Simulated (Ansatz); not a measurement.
Ansatz (an electronic-structure program) input (PBE0/def2-QZVPP):
A basis named .json is the Basis Set Exchange file of that set.

Ansatz 0.2 input:
```yaml
crystal:
  periodic: [false, false, false]
  atoms:
    - {symbol: F, position_ang: [-1.20980663, -1.02083954, 0.80959829]}
    - {symbol: Si, position_ang: [-0.50175556, -0.17219523, -0.34490829]}
    - {symbol: F, position_ang: [-1.18385204, 1.27291940, -0.37331674]}
    - {symbol: Si, position_ang: [1.74702326, 0.08648307, 0.20602883]}
    - {symbol: H, position_ang: [-0.83360216, -0.82890978, -1.62560704]}
    - {symbol: H, position_ang: [2.48364861, 0.96333682, -0.73695359]}
    - {symbol: H, position_ang: [2.45913385, -1.20317566, 0.38033914]}
basis:
  gaussian:
    orbitals: def2-QZVPP.json
hamiltonian:
  xc: {name: PBE0}
magnetization: {spin_polarized: true, initial_magnetization: 1}
```

Output:

```
Functional definition: PBE0
integrals: 0.33 GiB planned
1318 factors; their error is unknown
0.47 GiB of the device are held for the grids
2.09 GiB of device memory are held for the factors and their scratch space
mean field: 2.56 GiB planned
mean field evaluation 1: about -21229.3169 eV, gradient 3.0e1 eV
mean field evaluation 2: about -21226.2683 eV, gradient 4.7e1 eV
mean field evaluation 4: about -21231.9032 eV, gradient 7.3e-1 eV
mean field evaluation 8: about -21231.9222 eV, gradient 7.7e-2 eV
mean field evaluation 16: about -21231.9222 eV, gradient 5.6e-5 eV
mean field -21231.92222374 eV, -780.2587502088 hartree, gradient 5.6e-5 eV, S^2 0.754968; 0 other end points of the search recorded, 0 dependent functions left out
reference -21231.92226233 eV, -780.2587516267 hartree; 25, 24 occupied and 319, 320 virtual orbitals, 1318 factors
Total energy: -21231.92226233 eV, -780.2587516267 hartree
```

It need not be the lowest isomer of its formula.
